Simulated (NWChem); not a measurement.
System: SiH$_{2}$S$_{2}$, singlet; SMILES S[Si]S

Input file for NWChem:

```
start job
memory heap 200 mb stack 900 mb global 1100 mb
geometry units angstroms noautoz
  Si    -1.018948     0.012283     0.001090
  S      0.363004     1.667291    -0.000989
  H      1.554123     1.021062    -0.000940
  S      0.431897    -1.581797     0.001963
  H     -0.477070    -2.583415     0.003403
end
basis spherical
  * library def2-svp
end
dft
  xc scan
  grid fine
  iterations 150
  mulliken
end
task dft gradient
```

NWChem printed, in part:

```
             Northwest Computational Chemistry Package (NWChem) 7.3.0
             --------------------------------------------------------

 CS  symmetry detected

                             Geometry "geometry" -> ""
                             -------------------------

 Output coordinates in angstroms (scale by  1.889725989 to convert to a.u.)

  No.       Tag          Charge          X              Y              Z
 ---- ---------------- ---------- -------------- -------------- --------------
    1 Si                  14.0000    -1.00916347     0.01251568     0.00000000
    2 S                   16.0000     0.37240250     1.66784725     0.00000000
    3 H                    1.0000     1.56367235     1.02189638     0.00000000
    4 S                   16.0000     0.44205351    -1.58122593     0.00000000
    5 H                    1.0000    -0.46667993    -2.58305686     0.00000000

 Effective nuclear repulsion energy (a.u.)     174.7059753783

      Symmetry information
      --------------------

 Group name             Cs
 Group number              2
 Group order               2
 No. of unique centers     5

                                 NWChem DFT Module
                                 -----------------

 Summary of "ao basis" -> "ao basis" (spherical)
 ------------------------------------------------------------------------------
       Tag                 Description            Shells   Functions and Types
 ---------------- ------------------------------  ------  ---------------------
 Si                         def2-svp                 8       18   4s3p1d
 S                          def2-svp                 8       18   4s3p1d
 H                          def2-svp                 3        5   2s1p

      Symmetry analysis of basis
      --------------------------

        a'         47
        a"         17

            General Information
            -------------------
          SCF calculation type: DFT
          Wavefunction type:  closed shell.
          No. of atoms     :     5
          No. of electrons :    48
           Alpha electrons :    24
            Beta electrons :    24
          Charge           :     0
          Spin multiplicity:     1
          Use of symmetry is: on ; symmetry adaption is: on
          Maximum number of iterations: 150
          AO basis - number of functions:    64
                     number of shells:    30
          Convergence on energy requested:  1.00D-06
          Convergence on density requested:  1.00D-05
          Convergence on gradient requested:  5.00D-04

              XC Information
              --------------
                         SCAN Method XC Functional
                  SCAN metaGGA Exchange Functional  1.000
                        SCAN Correlation Potential  1.000

             Grid Information
             ----------------
          Grid used for XC integration:  fine
          Radial quadrature: Mura-Knowles
          Angular quadrature: Lebedev.
          Tag              B.-S. Rad. Rad. Pts. Rad. Cut. Ang. Pts.
          ---              ---------- --------- --------- ---------
          Si                  1.10      123           9.0       770
          S                   1.00      123          11.0       770
          H                   0.35       60          11.0       590
          Grid pruning is: on
          Number of quadrature shells:   489
          Spatial weights used:  Erf1

      Superposition of Atomic Density Guess
      -------------------------------------

 Sum of atomic energies:       -1084.43173925

      Non-variational initial energy
      ------------------------------

 Total energy =   -1085.035976
 1-e energy   =   -1848.639125
 2-e energy   =     588.897174
 HOMO         =      -0.237081
 LUMO         =      -0.027966

      Symmetry analysis of molecular orbitals - initial
      -------------------------------------------------

  Numbering of irreducible representations:

     1 a'          2 a"

  Orbital symmetries:

     1 a'          2 a'          3 a'          4 a'          5 a'
     6 a'          7 a'          8 a'          9 a'         10 a"
    11 a"         12 a'         13 a'         14 a'         15 a"
    16 a'         17 a'         18 a'         19 a'         20 a'
    21 a'         22 a"         23 a"         24 a'         25 a"
    26 a'         27 a'         28 a'         29 a'         30 a'
    31 a'         32 a'         33 a'         34 a"

     ---------------------------------------------
      Total Density - Mulliken Population Analysis
     ---------------------------------------------

    Atom       Charge   Shell Charges
 -----------   ------   -------------------------------------------------------
    1 Si  14    13.40   2.00  1.99  1.25  0.58  5.93  0.71  0.82  0.11
    2 S   16    16.51   2.00  1.99  1.21  0.64  5.94  1.82  2.89  0.03
    3 H    1     0.79   0.57  0.19  0.03
    4 S   16    16.50   2.00  1.99  1.21  0.64  5.94  1.82  2.87  0.03
    5 H    1     0.80   0.58  0.19  0.03

   convergence    iter        energy       DeltaE   RMS-Dens  Diis-err
 ---------------- ----- ----------------- --------- --------- ---------
 d= 0,ls=0.0,diis     1  -1086.7989180260 -1.26D+03  1.62D-02  2.88D-01
 d= 0,ls=0.0,diis     2  -1086.7654138595  3.35D-02  1.27D-02  3.83D-01
 d= 0,ls=0.0,diis     3  -1086.8305483560 -6.51D-02  3.98D-03  4.86D-02
 d= 0,ls=0.0,diis     4  -1086.8400234112 -9.48D-03  6.70D-04  1.67D-03
 d= 0,ls=0.0,diis     5  -1086.8403252874 -3.02D-04  1.56D-04  5.16D-05
  Resetting Diis
 d= 0,ls=0.0,diis     6  -1086.8403341738 -8.89D-06  4.69D-05  5.75D-06
 d= 0,ls=0.0,diis     7  -1086.8403350746 -9.01D-07  4.42D-05  7.67D-07
 d= 0,ls=0.0,diis     8  -1086.8403346748  4.00D-07  2.98D-05  2.70D-06
 d= 0,ls=0.0,diis     9  -1086.8403352268 -5.52D-07  1.43D-06  2.28D-09

         Total DFT energy =    -1086.840335226843
      One electron energy =    -1850.021991570194
           Coulomb energy =      661.541984160312
    Exchange-Corr. energy =      -73.066303195212
 Nuclear repulsion energy =      174.705975378251

 Numeric. integr. density =       47.999999862865

                  Occupations of the irreducible representations
                  ----------------------------------------------

                     irrep           alpha         beta
                     --------     --------     --------
                     a'               19.0         19.0
                     a"                5.0          5.0

                       DFT Final Molecular Orbital Analysis
                       ------------------------------------

 Vector   22  Occ=2.000000D+00  E=-2.895871D-01  Symmetry=a"
              MO Center=  1.3D-01, -1.5D-01,  1.3D-15, r^2= 3.6D+00
   Bfn.  Coefficient  Atom+Function         Bfn.  Coefficient  Atom+Function
  ----- ------------  ---------------      ----- ------------  ---------------
    54      0.407735  4 S  pz                31      0.349481  2 S  pz
    51      0.294368  4 S  pz                28      0.256267  2 S  pz
    13      0.223190  1 Si pz                10      0.182589  1 Si pz
    48      0.169568  4 S  pz                25      0.147437  2 S  pz
     7     -0.100867  1 Si pz                17     -0.050775  1 Si d  1

 Vector   23  Occ=2.000000D+00  E=-2.496260D-01  Symmetry=a"
              MO Center=  3.7D-01,  1.9D-01, -1.0D-15, r^2= 4.0D+00
   Bfn.  Coefficient  Atom+Function         Bfn.  Coefficient  Atom+Function
  ----- ------------  ---------------      ----- ------------  ---------------
    31      0.494292  2 S  pz                54     -0.451026  4 S  pz
    28      0.340687  2 S  pz                51     -0.309219  4 S  pz
    25      0.194964  2 S  pz                48     -0.176754  4 S  pz
    15      0.059525  1 Si d -1

 Vector   24  Occ=2.000000D+00  E=-2.316103D-01  Symmetry=a'
              MO Center= -9.2D-01, -1.3D-01, -3.6D-15, r^2= 3.5D+00
   Bfn.  Coefficient  Atom+Function         Bfn.  Coefficient  Atom+Function
  ----- ------------  ---------------      ----- ------------  ---------------
     4      0.408452  1 Si s                  3      0.404494  1 Si s
     8     -0.291899  1 Si px                11     -0.288373  1 Si px
    52      0.263635  4 S  px                 2      0.242596  1 Si s
    49      0.196314  4 S  px                30      0.195066  2 S  py
    53     -0.178603  4 S  py                 5      0.158026  1 Si px

 Vector   25  Occ=0.000000D+00  E=-1.050242D-01  Symmetry=a"
              MO Center= -7.3D-01,  1.9D-02,  7.5D-15, r^2= 3.4D+00
   Bfn.  Coefficient  Atom+Function         Bfn.  Coefficient  Atom+Function
  ----- ------------  ---------------      ----- ------------  ---------------
    13      0.685601  1 Si pz                10      0.418862  1 Si pz
    31     -0.331937  2 S  pz                54     -0.328348  4 S  pz
     7     -0.212027  1 Si pz                28     -0.176445  2 S  pz
    51     -0.174111  4 S  pz                25     -0.099826  2 S  pz
    48     -0.098405  4 S  pz                35      0.040321  2 S  d  1

[...]

                         DFT ENERGY GRADIENTS

    atom               coordinates                        gradient
                 x          y          z           x          y          z
   1 Si     -1.907042   0.023651   0.000000    0.001263  -0.000253   0.000000
   2 S       0.703739   3.151774   0.000000    0.000171  -0.000893   0.000000
   3 H       2.954912   1.931104   0.000000   -0.000683   0.000310   0.000000
   4 S       0.835360  -2.988084   0.000000   -0.001139   0.000292   0.000000
   5 H      -0.881897  -4.881270   0.000000    0.000388   0.000544   0.000000
```

Level: SCAN/def2-SVP. Low-valent species are run as closed-shell singlets; no triplet was tried in these runs. All runs use the structure optimised with PBE0/def2-SVP.
